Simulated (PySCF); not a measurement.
Gas-phase reaction: GaHCl2 + HCl ⇌ GaCl3 + H2. Level: PBE0/def2-TZVP; standard pressure 1 bar.

Computed with PySCF and rigid-rotor harmonic-oscillator thermochemistry at 1 bar. All species are closed-shell singlets. Ga: all electrons, no relativistic terms. GaHCl2: computed as isolated molecules; such fragments, hydroxides, amides, oligomers or adducts are transient or little studied in the gas. The harmonic model lacks anharmonicity and excited electronic states, which grow with temperature; levels with a mode under 35 cm⁻¹ are left out.

```
T (K)  1000/T (1/K)  log10 K
-----  ------------  -------
1000         1.0000     3.00
1200         0.8333     2.31
1400         0.7143     1.83
1600         0.6250        ?
1800         0.5556     1.18
2000         0.5000     0.96
```

### Question
Fit log10 K = a + b·(1000/T) to the five rows, get the mean ΔH° and ΔS°, and predict log10 K at 1600 K.

### Answer
Means: 1000/T = 0.7206, log10 K = 1.856. Sums of products about the means: Sxy = 0.68016, Sxx = 0.166695, so b = Sxy/Sxx = 4.08 and a = 1.856 − (4.08)×0.7206 = -1.08.
ΔH° = −R ln 10 × 1000 K × b = −19.145 × (4.08) = -78 kJ; ΔS° = R ln 10 × a = -21 J/K. The run's own values go from -79 kJ and -21 J/K at 1000 K to -78 kJ and -21 J/K at 2000 K.
Prediction at 1600 K: -1.08 + (4.08)×0.6250 = 1.47. The computed value is 1.47, 0.00 from the line.
For scale, ΔH°(298 K) is -84 kJ at this level, -87 kJ at ωB97M-V/def2-TZVP†, and runs from -106 to -79 kJ over the 20 levels computed († marks an energy on the PBE0/def2-TZVP geometry).
